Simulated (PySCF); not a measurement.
## TDDFT excited states: AlF3

Species: AlF₃.
SMILES: `[F][Al]([F])[F]`

Computed with TDDFT wB97X-D/def2-SVPD, vertical, gas phase, core orbitals frozen in the response (PySCF). Geometry: PBE0-D3(BJ)/def2-SVP; no solvent, vibrations or thermal averaging.

Predict the UV-vis stick spectrum at this level.

```json
{"state": "S1", "λ (nm)": "140.9", "E (eV)": "8.80", "f": "0.0000", "|μ| (D)": "0.00", "symmetry": "–", "main configurations (H = HOMO, L = LUMO)": "H→L (93%)"}
{"state": "S2", "λ (nm)": "134.2", "E (eV)": "9.24", "f": "0.0000", "|μ| (D)": "0.00", "symmetry": "–", "main configurations (H = HOMO, L = LUMO)": "H-2/H-1→L (≥93%)"}
{"state": "S3", "λ (nm)": "134.2", "E (eV)": "9.24", "f": "0.0000", "|μ| (D)": "0.00", "symmetry": "–", "main configurations (H = HOMO, L = LUMO)": "H-2/H-1→L (≥93%)"}
{"state": "S4", "λ (nm)": "129.7", "E (eV)": "9.56", "f": "0.077", "|μ| (D)": "1.46", "symmetry": "E′", "main configurations (H = HOMO, L = LUMO)": "H-3→L (90%)"}
{"state": "S5", "λ (nm)": "129.7", "E (eV)": "9.56", "f": "0.077", "|μ| (D)": "1.46", "symmetry": "E′", "main configurations (H = HOMO, L = LUMO)": "H-4→L (90%)"}
{"state": "S6", "λ (nm)": "125.3", "E (eV)": "9.90", "f": "0.190", "|μ| (D)": "2.25", "symmetry": "A2″", "main configurations (H = HOMO, L = LUMO)": "H-5→L (93%)"}
{"state": "S7", "λ (nm)": "120.7", "E (eV)": "10.27", "f": "0.0000", "|μ| (D)": "0.00", "symmetry": "–", "main configurations (H = HOMO, L = LUMO)": "H→L+1 (98%)"}
{"state": "S8", "λ (nm)": "117.9", "E (eV)": "10.51", "f": "0.020", "|μ| (D)": "0.70", "symmetry": "E′", "main configurations (H = HOMO, L = LUMO)": "H-6→L (79%), H-2/H-1→L+1 (≥14%)"}
{"state": "S9", "λ (nm)": "117.9", "E (eV)": "10.51", "f": "0.020", "|μ| (D)": "0.70", "symmetry": "E′", "main configurations (H = HOMO, L = LUMO)": "H-7→L (79%), H-2/H-1→L+1 (≥14%)"}
{"state": "S10", "λ (nm)": "113.6", "E (eV)": "10.92", "f": "0.0000", "|μ| (D)": "0.00", "symmetry": "–", "main configurations (H = HOMO, L = LUMO)": "H-3→L+1 (97%)"}
{"state": "S11", "λ (nm)": "113.6", "E (eV)": "10.92", "f": "0.0000", "|μ| (D)": "0.00", "symmetry": "–", "main configurations (H = HOMO, L = LUMO)": "H-4→L+1 (97%)"}
{"state": "S12", "λ (nm)": "110.0", "E (eV)": "11.27", "f": "0.094", "|μ| (D)": "1.48", "symmetry": "E′", "main configurations (H = HOMO, L = LUMO)": "H-2/H-1→L+1 (≥78%), H-6→L (11%)"}
{"state": "S13", "λ (nm)": "110.0", "E (eV)": "11.27", "f": "0.094", "|μ| (D)": "1.48", "symmetry": "E′", "main configurations (H = HOMO, L = LUMO)": "H-2/H-1→L+1 (≥77%), H-7→L (11%)"}
{"state": "S14", "λ (nm)": "108.3", "E (eV)": "11.45", "f": "0.0000", "|μ| (D)": "0.00", "symmetry": "–", "main configurations (H = HOMO, L = LUMO)": "H-5→L+1 (62%), H-8→L (34%)"}
```

Triplets, Tamm–Dancoff:

```tsv
state	E (eV)	λ (nm)	main configurations (H = HOMO, L = LUMO)
T1	8.59	144.4	H→L (92%)
T2	9.03	137.3	H-2/H-1→L (≥91%)
T3	9.03	137.3	H-2/H-1→L (≥91%)
```

The lowest singlet comes at 141 nm (849 kJ/mol) in the vacuum ultraviolet; it is dark (f under 0.0005); its leading configuration is HOMO→LUMO (93%). The largest oscillator strength of a single state is 0.190. S2/S3, S4/S5, S8/S9, S10/S11 and S12/S13 lie within about 0.01 eV of each other in each set; the point group D3h has degenerate representations, and within a degenerate level the listed configurations can mix freely. Löwdin shares by element: HOMO fluorine 100%; LUMO aluminium 76%, fluorine 24%. Of the 14 states listed, 7 reach f = 0.01 and 7 stay under 0.0005. Weighted by f, the mean energy of these states is 10.30 eV. The listed states span 2.65 eV, and the widest gap between neighbours is 0.44 eV (S1 to S2). Symmetry labels in D3h follow from the direction of the transition dipole and are given only for states with f of 0.002 or more. Orbitals of the list HOMO-3 to LUMO+2 that lie within 0.01 eV of each other are written together with a slash and their weights summed (≥ marks a lower bound); for degenerate orbitals outside that list single weights are arbitrary. Singlets were solved by full linear response, triplets in the Tamm–Dancoff approximation. The highest level found (11.77 eV, f 0.0000 so far) is left out, since the window may have cut off a degenerate partner.
